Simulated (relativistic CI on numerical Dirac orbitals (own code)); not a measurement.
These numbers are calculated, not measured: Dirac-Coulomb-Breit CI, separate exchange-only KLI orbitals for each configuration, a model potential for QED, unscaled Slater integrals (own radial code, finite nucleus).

The strongest absorption lines from the ground level of an ion, among the configurations computed and to levels below about 150 eV (vacuum wavelength in Å, gf): 105.20 (2.4), 105.69 (1.2), 106.87 (0.61), 106.98 (0.85), 107.35 (0.3), 107.87 (0.14), 110.52 (0.18), 112.81 (0.14).

Q: Which ion is it?
A. Br¹⁴⁺
B. Br¹⁰⁺
C. Br¹²⁺
D. As¹⁰⁺

A: C. Br¹²⁺ has 23 electrons and the ground level 3s2 3p6 3d5 6S_5/2; the strongest line goes to 3s2 3p5 3d6 6P°_7/2. The pattern of lines fixes the number of electrons, and along that sequence the line energies rise steadily with the charge (about as its square where n changes within one kind of shell, about linearly where n is kept but much faster in heavy ions where fine structure, which grows about as Z⁴, sets the gap, and irregularly where shells cross), which fixes Z. Configurations outside the model, such as inner-shell arrays, can give stronger lines. At this charge energies of transitions that change n are usually good to better than 1 %, and those within a shell (Δn = 0) to a few per cent. Terms inside the open d or f shell come out 10 to 20 % too wide with unscaled integrals.

LS names give the leading component of a level, which can be under half, so a name can repeat, a term be missing and a line seem to break the LS rules.
